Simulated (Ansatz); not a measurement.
Molecule: CH6BO2Si, net charge 0, doublet state. It need not be the lowest isomer of its formula. 
Geometry from a B3LYP-D3(BJ)/def2-TZVP (Ansatz, a quantum-chemistry and plane-wave program) optimisation:
SMILES: [CH2][SiH2]B(O)O
```xyz
11

C     -2.2527    -0.0813     0.3477
Si    -0.6598    -0.9748     0.0643
B      0.8715     0.3664    -0.1213
O      2.1319    -0.0971    -0.3359
O      0.6826     1.7201    -0.0384
H     -2.8981     0.2423    -0.4620
H     -2.6177     0.1712     1.3375
H     -0.7642    -1.7905    -1.1731
H     -0.3933    -1.8845     1.2083
H      2.7870     0.6104    -0.4100
H     -0.2341     1.9705     0.1143
```
Charge 0, spin multiplicity 2.

Basis-set convergence of Hartree-Fock and CCSD(T) correlation energies (hartree) with Ansatz. Correlated levels leave the core frozen unless marked. UHF or UKS for open shells. No spin-orbit coupling. Non-relativistic.

```
basis        functions       E(HF)  E(corr, CCSD(T))
-----------  ---------  ----------  ----------------
cc-pV(D+d)Z        109  -504.78641          -0.74027
cc-pV(T+d)Z        243  -504.87084          -0.91977
cc-pV(Q+d)Z        464  -504.89058          -0.97834
```

Extrapolating the two largest sets (X = 3 and 4) as X^-3: E(corr) = (64·(-0.97834) - 27·(-0.91977))/37 = -1.0211 Eh, an estimate of the basis-set limit. The largest set recovers 95.8 % of it, the smallest 72.5 %.
